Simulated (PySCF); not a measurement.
**Relative stability**

Two relaxed structures of NaSnH3, singlet (PBE0-D4/def2-TZVP; forces vanish, vibrations not checked).

A:

```csv
atom,x (Å),y (Å),z (Å)
Na1,-2.5968,1.2844,1.2078
Sn2,-0.5613,-0.0764,-0.1469
H3,-0.1775,0.1013,-1.8303
H4,-0.1143,-1.7336,0.1104
H5,-2.3372,-0.4382,-0.4310
```

B:

| atom | x (Å) | y (Å) | z (Å) |
| --- | --- | --- | --- |
| Na1 | 1.6371 | -0.3287 | -0.1929 |
| Sn2 | -1.1604 | 0.2382 | 0.1396 |
| H3 | -0.1110 | 0.5317 | -1.3406 |
| H4 | -0.3100 | -1.3875 | 0.2562 |
| H5 | 0.2545 | 0.8988 | 1.1093 |

PySCF 2.14 with density fitting (its default auxiliary sets; JK sets also for MP2 and CCSD(T)); basis: def2-TZVPP; cores frozen in the correlated methods. Filled d shells of the heavier atoms are correlated. Core potentials replace the inner electrons of the atoms past krypton. The outer core shell of Li, Na, Mg and K is correlated. The def2 sets are not built for correlating such inner shells, so the correlated values are less sure here. B3LYP uses VWN-RPA correlation.

Question: Which structure is lower at CCSD(T), and by how much? (Judge from chemistry; the value comes from the calculation.)

Answer: By the calculation: B, by 12.77 kcal/mol (electronic energy, against the other). By their contacts, A is NaSnH₃ ([H]1[Na][SnH2]1) and B is NaSnH₃ ([H]1[Na]23[H][Sn]12[H]3).

All methods give the same order:

```csv
method,E(B) − E(A) (kcal/mol)
PBE-D4,-14.42
r2SCAN-D4,-13.74
PBE0-D4,-13.32
B3LYP-D4,-14.65
wB97M-V,-12.98
HF,-11.08
MP2,-12.93
CCSD,-12.59
CCSD(T),-12.77
```

No T1 diagnostic of these runs exceeds 0.015.

Labels in which every atom is bracketed show which atoms are joined, not bond orders.

For scale, one of the runs: CCSD(T)/def2-TZVPP, 124 basis functions, launched by `OMP_NUM_THREADS=2 python run.py`. Time: 64 s of wall clock on 2 CPU threads of an Intel Xeon Platinum 8375C; the host was shared. Peak host memory: 0.83 GiB.
